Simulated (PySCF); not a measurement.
Bonds (- single, = double, # triple, : aromatic): C1-Si2, Si2-C3, Si2-C4, Si2-S5, S5-Si6, Si6-C7, Si6-C8, Si6-C9. C1 carries H10, H11, H12; C3 carries H13, H14, H15; C4 carries H16, H17, H18; C7 carries H19, H20, H21; C8 carries H22, H23, H24; C9 carries H25, H26, H27.

Geometry: PBE0-D3(BJ)/def2-SVP; GIAO shifts from PySCF, gas phase, non-relativistic, averaged over equivalent atoms.

At CAM-B3LYP/pcSseg-1 (264 basis functions, 92 s wall time on 1 thread of an Arm Neoverse V2, shared host):
```csv
atoms,δ (ppm)
C1/C3/C4/C7/C8/C9,4.5
Si2/Si6,20.6
S5,-228.5
H10/H11/H12/H13/H14/H15/H16/H17/H18/H19/H20/H21/H22/H23/H24/H25/H26/H27,0.23
```

References, each an isolated molecule treated in the same way: ¹³C (σref 182.45), ²⁹Si (σref 343.41), ¹H (σref 31.33) against TMS; ³³S (σref 487.21) against CS2.

What do these become at PBE0/pcSseg-1?

Answers


| atoms | δ at PBE0/pcSseg-1 | change |
| --- | --- | --- |
| C1/C3/C4/C7/C8/C9 | 4.6 | +0.1 |
| Si2/Si6 | 20.0 | -0.6 |
| S5 | -225.3 | +3.2 |
| H10/H11/H12/H13/H14/H15/H16/H17/H18/H19/H20/H21/H22/H23/H24/H25/H26/H27 | 0.25 | +0.02 |

Referencing at the same level of theory: ¹³C (σ = 184.41 ppm), ²⁹Si (σ = 351.99 ppm), ¹H (σ = 31.27 ppm) vs TMS; ³³S (σ = 495.66 ppm) against CS2.

The largest change is at S5 (sulfur bonded to 2 Si). Cost: 264 basis functions, 66 s wall time on 1 thread of an Arm Neoverse V2, shared host.
